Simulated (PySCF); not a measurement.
CH4GeO, neutral, multiplicity 1.

```xyz
7

Ge     0.4595     0.1138     0.0000
C     -0.5831    -1.5660     0.0000
H     -1.2316    -1.5834    -0.8816
H     -1.2316    -1.5834     0.8816
H      0.0506    -2.4550     0.0000
O     -1.0020     1.1603     0.0000
H     -0.7767     2.0949     0.0000
```
Charge 0, spin multiplicity 1.

Geometry optimised at ωB97X-D3(BJ)/def2-TZVP. The values are those of a single conformer.

Level of theory: B3LYP/pcSseg-1 in PySCF. Non-relativistic, no solvent.

Q: Give the absolute GIAO shielding of each atom: isotropic value and principal components (ppm). (Estimate from the structure and the level; the computed values follow.)

A: 
```json
[
 {"atom": "Ge1", "σ(iso)": "227.9", "σ11": "-1418.7", "σ22": "1006.7", "σ33": "1095.8", "span": "2514.5"},
 {"atom": "C2", "σ(iso)": "144.7", "σ11": "95.8", "σ22": "148.3", "σ33": "189.9", "span": "94.1"},
 {"atom": "H3", "σ(iso)": "30.9", "σ11": "27.2", "σ22": "29.6", "σ33": "35.9", "span": "8.6"},
 {"atom": "H4", "σ(iso)": "30.9", "σ11": "27.2", "σ22": "29.6", "σ33": "35.9", "span": "8.6"},
 {"atom": "H5", "σ(iso)": "30.0", "σ11": "27.9", "σ22": "29.0", "σ33": "33.0", "span": "5.0"},
 {"atom": "O6", "σ(iso)": "-6.0", "σ11": "-442.5", "σ22": "126.8", "σ33": "297.6", "span": "740.1"},
 {"atom": "H7", "σ(iso)": "23.0", "σ11": "17.7", "σ22": "23.6", "σ33": "27.8", "span": "10.1"}
]
```
